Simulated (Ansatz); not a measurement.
`F[SiH](F)[O][GeH3]` from Hartree–Fock to CCSD(T)

Z-matrix (Å, degrees):
```
Si
F 1 1.587
O 1 1.598 2 110.8
F 1 1.586 2 105.6 3 -120.1
H 1 1.465 2 109.2 3 122.5
Ge 3 1.788 1 139.0 2 -55.8
H 6 1.534 3 108.3 1 -18.9
H 6 1.533 3 106.5 1 101.7
H 6 1.531 3 105.3 1 -139.0
```

Total charge 0; spin multiplicity 1. Correlated methods include outer-core shells of Ge, which these sets cover unevenly. Scalar relativity is left out up to krypton. The geometry is a stationary point of PBE0-D4/def2-TZVP. It is one conformer, not always the lowest. Frozen core, restricted reference, Ansatz 0.2.0.

| basis | HF (Eh) | MP2 corr. | CCSD corr. | (T) | CCSD(T) total |
| --- | --- | --- | --- | --- | --- |
| def2-SVP | -2639.99223 | -0.87533 | -0.89808 | -0.01742 | -2640.90773 |
| def2-TZVPP | -2640.73448 | -1.10634 | -1.12560 | -0.03488 | -2641.89496 |
| def2-QZVPP | -2640.80076 | -1.44750 | – | – | – |
